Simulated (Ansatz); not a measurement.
**doublet BeF: levels of theory in one basis**

```xyz
2

Be    0.0000    0.0000    0.0000
F     0.0000    0.0000    1.2930
```

Basis set: def2-SVP (spherical functions). Correlated methods keep 1 orbital frozen. Correlation on ROHF uses semicanonical orbitals with singles. Charge 0, multiplicity 2.

Computed with Ansatz (development build ahead of 0.2.0); each method stands on the lowest determinant of its kind that the runs found.

| method | E − E(ROHF) (eV) | <S²> of the determinant |
| --- | --- | --- |
| ROHF | 0.00 | 0.75 |
| UHF | -0.01 | 0.75 |
| ROHF-MP2 | -5.57 | – |
| UHF-MP2 | -5.57 | 0.75 |

**Question.** What does ROHF-CCSD(T) give on the same scale?

**Answer.** -5.71 eV.

**Question.** Is a single determinant a sound starting point here?

**Answer.** By this sign, yes. Unrestricted orbitals gain 0.01 eV and <S²> is 0.75 against 0.75 for a pure state.
